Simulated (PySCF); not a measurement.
CH5NbO2S, SMILES [CH3][Nb]([OH])([OH])=[S], multiplicity 1.

The structure is a stationary point at B3LYP-D3(BJ)/def2-SVP. The spin state was assumed, not searched. The structure was generated by enumeration; whether it is a known compound was not checked. The def2 effective core potentials stand for the cores of Nb; spin–orbit coupling is left out. Other conformers were not sampled.

Two levels are set side by side: PBE/def2-TZVP (PySCF) and CAM-B3LYP/def2-TZVP (PySCF). Same geometry, gas phase. Differences are taken from unrounded values.

```
quantity                       PBE
---------------------------  -----
orbital gap (eV)              3.80
highest occupied level (eV)  -6.39
lowest empty level (eV)      -2.59
dipole moment (D)             1.65
mean polarisability (bohr³)   84.0
```

Question: These are the PBE values. What does CAM-B3LYP give? (Estimate from the structure and the level; the computed values follow.)

Answer: 
| quantity | CAM-B3LYP | PBE minus CAM-B3LYP |
|---|---|---|
| orbital gap (eV) | 8.14 | -4.34 |
| highest occupied level (eV) | -8.80 | 2.41 |
| lowest empty level (eV) | -0.66 | -1.93 |
| dipole moment (D) | 1.66 | 0.00 |
| mean polarisability (bohr³) | 80.7 | 3.3 |

Without exact exchange PBE keeps part of each electron's self-repulsion, which lifts occupied levels and narrows the gap. Loosely held outer electrons make PBE densities more polarisable. Differences between two approximate levels are no errors against the true value.

Rough cost on one machine, each run with all the roots and properties that it gave: CAM-B3LYP against PBE within a factor of 2.
